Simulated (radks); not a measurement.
Results of a calculation; reference values are marked as such.
Species: Fe III. Configuration: [Ar] 3d6.

Level of theory: scalar-relativistic Kohn-Sham, MS2 meta-GGA, spin-polarised, spherical densities, finite nucleus; open shells are filled with parallel spins first; meta-GGA in the generalised Kohn-Sham scheme; Fermi nuclear charge, rms radius 3.7377 fm (a radial shooting solver on a logarithmic mesh with Libxc functionals).

Energy parts (Ry):
total: -2543.60275
kinetic: 2574.12680
electron-nucleus: -6050.04436
Hartree: 1043.23348
exchange-correlation: -110.91867

Orbitals (lengths in bohr, moments of r in powers of bohr; r(90%) holds 90 % of the orbital's charge):
| orbital | occ. | eigenvalue (Ry) | r(90%) | <1/r> | <r^2> |
|---|---|---|---|---|---|
| 1s up | 1 | -516.8711 | 0.104 | 25.99 | 0.004588 |
| 1s down | 1 | -516.8688 | 0.104 | 25.99 | 0.004588 |
| 2s up | 1 | -62.12695 | 0.413 | 5.574 | 0.08368 |
| 2s down | 1 | -62.02013 | 0.411 | 5.585 | 0.08333 |
| 2p up | 3 | -52.89425 | 0.386 | 5.448 | 0.06825 |
| 2p down | 3 | -52.79286 | 0.385 | 5.457 | 0.06792 |
| 3s up | 1 | -8.60444 | 1.21 | 1.743 | 0.7527 |
| 3s down | 1 | -8.26058 | 1.21 | 1.733 | 0.7590 |
| 3p up | 3 | -5.99610 | 1.31 | 1.602 | 0.8602 |
| 3p down | 3 | -5.63832 | 1.33 | 1.590 | 0.8738 |
| 3d up | 5 | -1.99816 | 1.82 | 1.248 | 1.454 |
| 3d down | 1 | -1.64586 | 1.98 | 1.199 | 1.679 |

The highest occupied level is 3d down at -22.393 eV. The density falls to 0.001 e/bohr^3 at r = 3.04 bohr. Summed over all electrons, <r^2> = 16.25 bohr^2, which gives a Langevin (diamagnetic) susceptibility term of -12.9 x 10^-6 cm^3/mol. Spin moment in Bohr magnetons: 4. For comparison, the ionisation energy in NIST's Atomic Spectra Database is 30.65 eV (measured). In exact Kohn-Sham theory the highest level is minus the ionisation energy, but local and semilocal functionals leave it too shallow, through self-interaction and a potential that decays too fast; potentials with the right tail come closer. The electron density at the nucleus is 1.521e+04 e/bohr^3 (large components only). The spin density at the nucleus is -1.339 e/bohr^3 (1s -0.116, 2s -2.605, 3s 1.381).
